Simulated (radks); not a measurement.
Results of a calculation; reference values are marked as such.
Removal energies from the osmium ion Os8+, [Xe] 4f14, by Delta-SCF beside the eigenvalue of the level emptied. Code: a radial shooting solver on a logarithmic mesh with Libxc functionals. Model: scalar-relativistic Kohn-Sham, PBEsol, spin-polarised, spherical densities, finite nucleus; Fermi nuclear charge, rms radius of each element as measured or else 0.836 A^(1/3) + 0.57 fm. Open shells are filled with parallel spins first.

removed from     final configuration  Delta-SCF (eV)  -eigenvalue (eV)
5p            [Kr] 4d10 4f14 5s2 5p5          171.95            162.37
4f                         [Xe] 4f13          185.53            169.80
5s            [Kr] 4d10 4f14 5s1 5p6          216.38            205.81
4d             [Kr] 4d9 4f14 5s2 5p6          407.23            390.96
